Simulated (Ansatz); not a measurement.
`N[AsH][SiH3]` + `[OH][Ga]([OH])[F]` → `[OH][Ga]([F])[O][SiH3]` + `N[AsH2]`  (cleavage of the Si–As bond)

Gas-phase electronic energies from Ansatz, PBE0-D4/def2-TZVP geometries. CBS: MP2 limit from def2 TZ/QZ plus the TZ coupled-cluster correction, frozen cores. Functionals use def2-TZVPP. HSE06 is defined as in plane-wave codes. For As, Ga outer-core shells are correlated without core-valence functions, which leaves a few kJ/mol of doubt a bond. Scalar relativity is left out up to krypton. One conformer a species, not always the lowest.

CCSD(T)/CBS gives -72.6 kJ/mol.

(1) Another level gave -53.5 kJ/mol. Which?
A. HSE06-D4/def2-TZVPP
B. LDA (SPW92)/def2-TZVPP
C. ωB97X-V/def2-TZVPP
D. r2SCAN/def2-TZVPP

Largest T1 diagnostic among the species: 0.014.

Answers

(1) B. LDA (SPW92) -53.5, ωB97X-V -73.9, r2SCAN -68.5, HSE06-D4 -59.4 kJ/mol.

From BLYP to BHLYP (50 % exact exchange), in def2-TZVPP and without D4, ΔE moves by −17.3 kJ/mol. In def2-TZVPP, CCSD(T) changes the Hartree–Fock value by +27.1 kJ/mol (the triples alone add +4.1 kJ/mol) and MP2 by +26.6 kJ/mol. At CCSD(T), def2-SVP lies −3.5 kJ/mol from the extrapolated value and def2-TZVPP −3.1 kJ/mol.
